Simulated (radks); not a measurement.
Results of a calculation; reference values are marked as such.
Species: Pd III. Configuration: [Ar] 3d10 4s2 4p5 4d8 5p1 (not the ground configuration). Code: a radial shooting solver on a logarithmic mesh with Libxc functionals. Model: Dirac Kohn-Sham, XLYP, spin-unpolarised, spherical densities, point nucleus; open shells are shared between the two j in proportion to 2j + 1.

Normalised radial functions P(r) = r R(r) (large component), r in bohr:

```
   r/bohr * 4d3/2, o 5s1/2 (the largest magnitude, 0.939, reaches the edge; | marks zero, & curves that meet)
 0.001937                             *o
 0.002583                             *o
 0.003445                             *o
 0.004595                             * o
 0.006178                             * o
  0.00824                             * o
  0.01099                             *  o
  0.01466                             *  o
  0.01955                             *  o
  0.02608                             * o
  0.03478                             |&
  0.04639                            o|*
  0.06187                          o  |  *
  0.08252                         o   |    *
   0.1109                         o   |       *
    0.148                            o|          *
   0.1974                             |  o         *
   0.2632                             |      o     *
   0.3511                             |    o  *
   0.4683                           & |
   0.6245              *     o        |
    0.833    *              o         |
    1.111  *                          o
    1.482       *                     |            o
    1.976               *             |                    o
    2.657                      *      |                  o
    3.544                           * |           o
    4.727                            *|    o
    6.305                             *o
    8.409                             &
```

4d3/2: eigenvalue -33.587 eV, 1 radial node at r = 0.443 bohr, <r> = 1.30 bohr, 90 % of the charge inside 2.03 bohr. 5s1/2 (empty): eigenvalue -23.052 eV, 4 radial nodes at r = 0.0400, 0.160, 0.437, 1.12 bohr, <r> = 2.49 bohr, 90 % of the charge inside 3.60 bohr.
